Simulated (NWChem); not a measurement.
Everything below was run with NWChem. System: Cl4Ge, charge 0, spin multiplicity 1, at a geometry optimised with PBE0/def2-SVP. The structure started from a generated list of species. Level: MP2/def2-TZVP, 29 core orbitals frozen.

Output (cleaned and shortened):

```
             Northwest Computational Chemistry Package (NWChem) 7.3.0
             --------------------------------------------------------

                                NWChem Input Module
                                -------------------

 Scaling coordinates for geometry "geometry" by  1.889725989
 (inverse scale =  0.529177249)

 Turning off AUTOSYM since
 SYMMETRY directive was detected!

                             Geometry "geometry" -> ""
                             -------------------------

 Output coordinates in angstroms (scale by  1.889725989 to convert to a.u.)

  No.       Tag          Charge          X              Y              Z
 ---- ---------------- ---------- -------------- -------------- --------------
    1 Cl                  17.0000     1.73666600     0.00000000    -1.22761900
    2 Ge                  32.0000     0.00000000     0.00000000     0.00003200
    3 Cl                  17.0000    -1.73666600     0.00000000    -1.22761900
    4 Cl                  17.0000     0.00000000    -1.73666200     1.22758900
    5 Cl                  17.0000     0.00000000     1.73666200     1.22758900

 Effective nuclear repulsion energy (a.u.)     805.6463843240

            Nuclear Dipole moment (a.u.)
            ----------------------------
        X                 Y               Z
 ---------------- ---------------- ----------------
     0.0000000000     0.0000000000     0.0000075589

      Symmetry information
      --------------------

 Group name             C2v
 Group number             16
 Group order               4
 No. of unique centers     3

      Symmetry unique atoms

     1    2    4


 Summary of "ao basis" -> "" (spherical)
 ------------------------------------------------------------------------------
       Tag                 Description            Shells   Functions and Types
 ---------------- ------------------------------  ------  ---------------------
 *                         def2-tzvp                  on all atoms

 Summary of "ao basis" -> "ao basis" (spherical)
 ------------------------------------------------------------------------------
       Tag                 Description            Shells   Functions and Types
 ---------------- ------------------------------  ------  ---------------------
 Cl                        def2-tzvp                13       37   5s5p2d1f
 Ge                        def2-tzvp                16       48   6s5p4d1f

                                 NWChem SCF Module
                                 -----------------

  ao basis        = "ao basis"
  functions       =   196
  atoms           =     5
  closed shells   =    50
  open shells     =     0
  charge          =   0.00
  wavefunction    = RHF
  use symmetry    = T
  symmetry adapt  = T

 Summary of "ao basis" -> "ao basis" (spherical)
 ------------------------------------------------------------------------------
       Tag                 Description            Shells   Functions and Types
 ---------------- ------------------------------  ------  ---------------------
 Cl                        def2-tzvp                13       37   5s5p2d1f
 Ge                        def2-tzvp                16       48   6s5p4d1f

      Symmetry analysis of basis
      --------------------------

        a1         71
        a2         29
        b1         48
        b2         48

 Forming initial guess at       0.2s

      Superposition of Atomic Density Guess
      -------------------------------------

 Sum of atomic energies:       -3913.21681676

      Non-variational initial energy
      ------------------------------

 Total energy =   -3914.232353
 1-e energy   =   -7044.571273
 2-e energy   =    2324.692536
 HOMO         =      -0.430549
 LUMO         =      -0.035698

      Symmetry analysis of molecular orbitals - initial
      -------------------------------------------------

  Numbering of irreducible representations:

     1 a1          2 a2          3 b1          4 b2

  Orbital symmetries:

     1 a1          2 a1          3 b2          4 a1          5 b1
     6 a1          7 b2          8 b1          9 a1         10 a1
    11 b2         12 a1         13 b1         14 a1         15 b2
[...]
  ----- ------------  ---------------      ----- ------------  ---------------
    43      1.341249  2 Ge s                 42      0.598557  2 Ge s
    18      0.326783  1 Cl px               103     -0.326783  3 Cl px
   141     -0.326791  4 Cl py               178      0.326791  5 Cl py
     5     -0.316813  1 Cl s                 90     -0.316813  3 Cl s
   127     -0.316827  4 Cl s                164     -0.316827  5 Cl s

 Vector   52  Occ=0.000000D+00  E= 1.457467D-01  Symmetry=a1
              MO Center=  7.8D-11,  8.3D-11,  9.7D-05, r^2= 5.0D+00
   Bfn.  Coefficient  Atom+Function         Bfn.  Coefficient  Atom+Function
  ----- ------------  ---------------      ----- ------------  ---------------
    58      1.276688  2 Ge pz                55      0.409779  2 Ge pz
    18     -0.386906  1 Cl px               103      0.386906  3 Cl px
   141     -0.386952  4 Cl py               178      0.386952  5 Cl py
     5      0.347210  1 Cl s                 90      0.347210  3 Cl s
   127     -0.347266  4 Cl s                164     -0.347266  5 Cl s

 Vector   53  Occ=0.000000D+00  E= 1.458065D-01  Symmetry=b1
              MO Center= -7.9D-11, -2.9D-13,  1.2D-01, r^2= 5.0D+00
   Bfn.  Coefficient  Atom+Function         Bfn.  Coefficient  Atom+Function
  ----- ------------  ---------------      ----- ------------  ---------------
    56      1.276991  2 Ge px                 5     -0.491278  1 Cl s
    90      0.491278  3 Cl s                 53      0.409763  2 Ge px
    20     -0.386998  1 Cl pz               105      0.386998  3 Cl pz
   140     -0.317444  4 Cl px               177     -0.317444  5 Cl px
    18      0.229968  1 Cl px               103      0.229968  3 Cl px

 center of mass
 --------------
 x =   0.00000000 y =   0.00000000 z =   0.00000236

 moments of inertia (a.u.)
 ------------------
        1506.009219771298           0.000000000000           0.000000000000
           0.000000000000        1506.012689654097           0.000000000000
           0.000000000000           0.000000000000        1506.505135482277

  Mulliken analysis of the total density
  --------------------------------------

    Atom       Charge   Shell Charges
 -----------   ------   -------------------------------------------------------
    1 Cl  17    17.31   2.01  0.45  1.52  1.09  0.88  4.18  1.69  1.06  2.90  1.50  0.01  0.03  0.00
    2 Ge  32    30.75   2.00  2.00  1.16  0.81  0.78  0.13  5.98  4.42  1.57  1.18  0.15  8.95  1.08  0.22  0.23  0.10
    3 Cl  17    17.31   2.01  0.45  1.52  1.09  0.88  4.18  1.69  1.06  2.90  1.50  0.01  0.03  0.00
    4 Cl  17    17.31   2.01  0.45  1.52  1.09  0.88  4.18  1.69  1.06  2.90  1.50  0.01  0.03  0.00
    5 Cl  17    17.31   2.01  0.45  1.52  1.09  0.88  4.18  1.69  1.06  2.90  1.50  0.01  0.03  0.00

       Multipole analysis of the density wrt the origin
       ------------------------------------------------

     L   x y z        total         open         nuclear
     -   - - -        -----         ----         -------
     0   0 0 0     -0.000000      0.000000    100.000000

     1   1 0 0     -0.000000      0.000000      0.000000
     1   0 1 0     -0.000000      0.000000      0.000000
     1   0 0 1      0.000203      0.000000      0.000008

     2   2 0 0    -51.036513      0.000000    366.192287
     2   1 1 0      0.000000      0.000000      0.000000
     2   1 0 1     -0.000000      0.000000      0.000000
     2   0 2 0    -51.035655      0.000000    366.190600
     2   0 1 1     -0.000000      0.000000      0.000000
     2   0 0 2    -51.035519      0.000000    365.951199

                   NWChem MP2 Semi-direct Energy/Gradient Module
                   ---------------------------------------------

  Basis functions       =    196
  Molecular orbitals    =    196
  Frozen core           =     29
  Frozen virtuals       =      0
  Active alpha occupied =     21
  Active beta occupied  =     21
  Active alpha virtual  =    146
  Active beta virtual   =    146
  Use MO symmetry       = T
  Use skeleton AO sym   = T

  AO/Fock/Back tols     =   1.0D-09  1.0D-09  1.0D-09

 GA uses MA = F    GA memory limited = T

 Available:
  local mem=  1.26D+08
 global mem=  1.44D+08
 local disk=  0.00D+00
  mp2_memr nvloc                   146
  nvloc new                   146
   1 passes of  21:        5242880                     231607                 179824001.
   1 passes of  21: M    126141676           G      144102368           F     120898796.
  mp2_memr nvloc                   146
  nvloc new                   146
   2 passes of  11:        5242880                     158636                  94224785.
   2 passes of  11: M    126141676           G      144102368           F     120898796.

 Semi-direct pass number   1 of   2  for RHF alpha+beta  at       16.2s
  vrange nnbf                 17244
  mp2_eaftype                   359  avail_ma_in_mb                  1099
 EAF : mp2_eaftype filesize         359   47112392.
  mp2_eaf for mointskh                    359
Node 0 wrote    221.6 Mb in      0.1 s     Agg I/O rate:  2571.4 Mb/s
 Done moints_semi at       62.0s
  mp2_eaftype                   359  avail_ma_in_mb                   740
 EAF : mp2_eaftype filesize         359   47112392.
  mp2_eaf for kh                   359
 Done maket at       63.1s
 Semi-direct pass number   2 of   2  for RHF alpha+beta  at       63.1s
  vrange nnbf                 17244
  mp2_eaftype                   359  avail_ma_in_mb                   740
 EAF : mp2_eaftype filesize         359   47112392.
  mp2_eaf for mointskh                    359
Node 0 wrote    201.4 Mb in      0.1 s     Agg I/O rate:  2359.9 Mb/s
 Done moints_semi at      105.7s
  mp2_eaftype                   359  avail_ma_in_mb                   740
 EAF : mp2_eaftype filesize         359   47112392.
  mp2_eaf for kh                   359
 Done maket at      106.6s
 Done multipass loop at      106.6s

          -------------------------------------------
          SCF energy               -3913.602989738866
          Correlation energy          -0.976815584375
          Singlet pairs               -0.573895021644
          Triplet pairs               -0.402920562731
          Total MP2 energy         -3914.579805323241
          -------------------------------------------

          ---------------------------------------------------
                    Spin Component Scaled (SCS) MP2
          Same spin pairs                     -0.268613708487
          Same spin scaling factor             0.333333333333
          Opposite spin pairs                 -0.708201875888
          Opposite spin scaling fact.          1.200000000000
          SCS-MP2 correlation energy          -0.939380153894
          Total SCS-MP2 energy             -3914.542369892761
          ---------------------------------------------------

 -----------------------
 Performance information
 -----------------------

 Timer overhead =  2.43D-07 seconds/call

               Nr. of calls         CPU time (s)                 Wall time (s)                GFlops
             ---------------    -------------------     ------------------------------   -------------------
Name         Min   Avg   Max    Min     Avg     Max     Min     Avg     Max   Mx/calls   Min     Max     Sum
mp2: moin     2     2     2    88.     88.     88.      88.     88.     88.     44.      0.0     0.0     0.0
mp2: make     2     2     2    2.0     2.0     2.0      2.0     2.0     2.0     1.0      0.0     0.0     0.0
mp2: tota     1     1     1    91.     91.     91.      91.     91.     91.     91.      0.0     0.0     0.0

 The average no. of pstat calls per process was 5.00D+00
 with a timing overhead of 1.22D-06s

 Task  times  cpu:      106.6s     wall:      106.6s

 Total times  cpu:      106.6s     wall:      106.6s
```

Write an NWChem input that would produce this output.

This is not unique; one that fits is 
```
start mol
memory heap 200 mb stack 900 mb global 1100 mb
geometry units angstroms nocenter noautoz
  Cl     1.736666     0.000000    -1.227619
  Ge     0.000000     0.000000     0.000032
  Cl    -1.736666     0.000000    -1.227619
  Cl     0.000000    -1.736662     1.227589
  Cl     0.000000     1.736662     1.227589
  symmetry group C2v
end
basis spherical
  * library def2-tzvp
end
scf
  rhf
  nopen 0
  maxiter 100
  thresh 1e-7
  semidirect memsize 60000000 filesize 0
end
mp2
  freeze core 29
end
task mp2 energy
```
